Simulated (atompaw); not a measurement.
## u(r) = r·R(r): atom against pseudo-atom (mercury)

Columns: radius, all-electron u(r) and pseudo u(r) of the 6s shell (level -16.36 eV) of mercury in the configuration [Kr] 4d10 4f14 5s2 5p6 5d10 6s0.5 6p0; LDA (PW92), non-relativistic, PAW (atompaw) scheme, atompaw 4.2.0.5.

```json
{"r (bohr)": "0.079", "all-electron": "-0.0453", "pseudo": "0.1337"}
{"r (bohr)": "0.158", "all-electron": "0.1499", "pseudo": "0.2597"}
{"r (bohr)": "0.237", "all-electron": "-0.0371", "pseudo": "0.3706"}
{"r (bohr)": "0.315", "all-electron": "-0.2019", "pseudo": "0.4597"}
{"r (bohr)": "0.394", "all-electron": "-0.1918", "pseudo": "0.5251"}
{"r (bohr)": "0.473", "all-electron": "-0.0632", "pseudo": "0.5630"}
{"r (bohr)": "0.552", "all-electron": "0.0954", "pseudo": "0.5732"}
{"r (bohr)": "0.631", "all-electron": "0.2277", "pseudo": "0.5570"}
{"r (bohr)": "0.710", "all-electron": "0.3101", "pseudo": "0.5173"}
{"r (bohr)": "0.788", "all-electron": "0.3395", "pseudo": "0.4588"}
{"r (bohr)": "0.867", "all-electron": "0.3237", "pseudo": "0.3842"}
{"r (bohr)": "0.946", "all-electron": "0.2731", "pseudo": "0.2985"}
{"r (bohr)": "1.025", "all-electron": "0.1986", "pseudo": "0.2059"}
{"r (bohr)": "1.104", "all-electron": "0.1101", "pseudo": "0.1097"}
{"r (bohr)": "1.183", "all-electron": "0.0150", "pseudo": "0.0129"}
{"r (bohr)": "1.262", "all-electron": "-0.0809", "pseudo": "-0.0823"}
{"r (bohr)": "1.340", "all-electron": "-0.1726", "pseudo": "-0.1730"}
{"r (bohr)": "1.419", "all-electron": "-0.2598", "pseudo": "-0.2598"}
{"r (bohr)": "1.498", "all-electron": "-0.3395", "pseudo": "-0.3395"}
{"r (bohr)": "1.577", "all-electron": "-0.4110", "pseudo": "-0.4110"}
{"r (bohr)": "1.656", "all-electron": "-0.4739", "pseudo": "-0.4739"}
{"r (bohr)": "1.735", "all-electron": "-0.5282", "pseudo": "-0.5282"}
{"r (bohr)": "1.813", "all-electron": "-0.5736", "pseudo": "-0.5736"}
{"r (bohr)": "1.892", "all-electron": "-0.6117", "pseudo": "-0.6117"}
{"r (bohr)": "1.971", "all-electron": "-0.6423", "pseudo": "-0.6423"}
{"r (bohr)": "2.050", "all-electron": "-0.6661", "pseudo": "-0.6661"}
```

**Question.** How many radial nodes do the two functions have?

**Answer.** The all-electron 6s function has n − l − 1 = 5 (the table is too coarse to show those close to the nucleus); the pseudo-wave has 1, since 1 lower shell of the same l stays in the valence.

**Question.** At about which radius was the pseudo-wave matched?

**Answer.** 1.45 bohr. The columns agree to 0.0005 from 1.34 bohr on; several derivatives are matched, so the curves merge somewhat inside the radius.

**Question.** Is the pseudo-wave norm-conserving?

**Answer.** No, it belongs to a PAW set: the norm inside the radius is not constrained, and the difference is carried by the augmentation charge.
